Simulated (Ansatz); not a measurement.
Geometry optimisation, RHF/def2-SVP (Ansatz).

Input file:

```yaml
crystal:
  periodic: [false, false, false]
  atoms:
    - { symbol: Sn, position_ang: [-0.247316, -0.347566, 0.10195] }
    - { symbol: O, position_ang: [-0.322552, -0.479038, 2.044601] }
    - { symbol: H, position_ang: [-0.76647, 0.219407, 2.501483] }
    - { symbol: O, position_ang: [1.548496, -0.174332, -0.603601] }
    - { symbol: H, position_ang: [1.953314, -0.95942, -0.941747] }
    - { symbol: O, position_ang: [-1.318833, 1.194126, -0.377423] }
    - { symbol: H, position_ang: [-1.388545, 1.44264, -1.287343] }
    - { symbol: O, position_ang: [-0.921847, -2.000842, -0.658691] }
    - { symbol: H, position_ang: [-1.535426, -2.510499, -0.15128] }
    - { symbol: Si, position_ang: [1.676003, 2.553859, 1.377547] }
    - { symbol: H, position_ang: [3.087842, 2.319081, 1.751473] }
    - { symbol: H, position_ang: [1.57065, 2.840726, -0.066343] }
    - { symbol: H, position_ang: [1.157733, 3.716121, 2.140451] }
    - { symbol: H, position_ang: [0.87875, 1.375637, 1.743224] }
basis:
  gaussian: { orbitals: def2-SVP }
hamiltonian:
  xc: hf
relax:
  f_tol: 0.03
  max_steps: 50
```

Run as:

```bash
$ ansatz run input.yaml --threads 4 --pin off --max-ram 5120MiB --backend cpu --events-out ev --progress --plain --runs-dir out
```

Problem. Where does it end, and by what steps?

Solution. The run converged. The force dipped under the threshold on the way, but the program's further checks kept it going. After 21 steps the energy has fallen by 0.281 eV; H13 moved furthest, 1.45 Å.

```csv
step,energy less start (eV),largest force component (eV/Å),accepted
0,0.0000,0.481,yes
1,-0.1449,0.553,yes
2,-0.2054,0.417,yes
3,-0.2291,0.296,yes
4,-0.2310,0.504,yes
5,-0.2405,0.432,yes
6,-0.2598,0.101,yes
7,-0.2621,0.098,yes
8,-0.2652,0.130,yes
9,-0.2670,0.281,yes
10,-0.2720,0.104,yes
11,-0.2743,0.075,yes
12,-0.2770,0.107,yes
13,-0.2772,0.114,yes
14,-0.2789,0.044,yes
15,-0.2794,0.025,yes
16,-0.2801,0.016,yes
17,-0.2799,0.095,no
18,-0.2805,0.023,yes
19,-0.2806,0.052,yes
20,-0.2808,0.030,yes
21,-0.2810,0.009,yes
```

```xyz
14
Properties=species:S:1:pos:R:3
Sn -0.600 -0.574 0.078
O -0.976 -0.950 1.938
H -1.334 -0.257 2.473
O 1.132 0.246 -0.241
H 1.859 -0.322 -0.451
O -1.939 0.676 -0.548
H -1.713 1.251 -1.264
O -0.579 -2.271 -0.855
H -1.104 -2.978 -0.509
Si 2.122 2.861 1.380
H 3.278 1.956 1.192
H 1.608 3.332 0.076
H 2.569 4.039 2.165
H 1.050 2.180 2.142
```

Whether the end is a true minimum wasn't checked by a vibrational analysis.

The run took 38 s on 4 threads of Arm Neoverse V2, on a shared host, peak memory 0.39 GiB.
